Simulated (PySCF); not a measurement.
Molecule: SMILES F[Si](F)(Br)Br. Atoms near the plane z = 0.0 Å, at the PBE0/def2-SVP optimised geometry (x, y, z in Å): Si2 (-0.8, -0.8, 0.0), F3 (-1.4, 0.8, 0.0), Br5 (1.4, -0.8, 0.0).

Level of theory: PBE0/def2-TZVP (PySCF). Cells within 0.4 Å of a nucleus heavier than hydrogen are left out (blank, or x). The values are rescaled to run from 0 to 1.

```
|3333333333333333333333333333333|
|3333333333333333333333333333333|
|3333333333333333333333333333333|
|3333333333333333333333333333333|
|3333333333333333333333333333333|
|3333333333333333333333333333333|
|3333333333333333333333333333333|
|3333333222333333333333333333333|
|3333332222233333333333333333333|
|3333332222333332223333333333333|
|3333333334643322222333333333333|
|33333334xxx64322222333333333333|
|33333335xxx54322222333333333333|
|333333356xx75322223333332222333|
|3322223468995322233333332222233|
|3322222357863212333344432222233|
|3222222223432123443345542222223|
|32222211012xx2356532xx342222223|
|3222221000xxxx467632xxx42122223|
|3222221100xxxx457632xxx42122223|
|3222222111122124553233542222223|
|3322222211110013443345542222223|
|3322222222110012333334432222233|
|3322222222211112233333333222333|
|3332222222221122223333333223333|
|3333222222222222222333333333333|
|3333322222222222222333333333333|
|3333332222222222223333333333333|
|3333333322222222233333333333333|
|3333333333333333333333333333333|
|3333333333333333333333333333333|
```
Scale: ten equal steps from 0.000 (start of '0') to 1.00 (end of '9'), in the order '0123456789'; x runs from -3.50 to 3.50, y from -3.50 (bottom) to 3.50 (top).

### Question
Which quantity is mapped?
(A) deformation density (molecule minus spherical neutral atoms)
(B) an orbital amplitude
(C) log10 of the electron density
(D) electron localisation function

### Answer
A, deformation density (molecule minus spherical neutral atoms). In full: deformation density (molecule minus spherical neutral atoms) (e/bohr³).
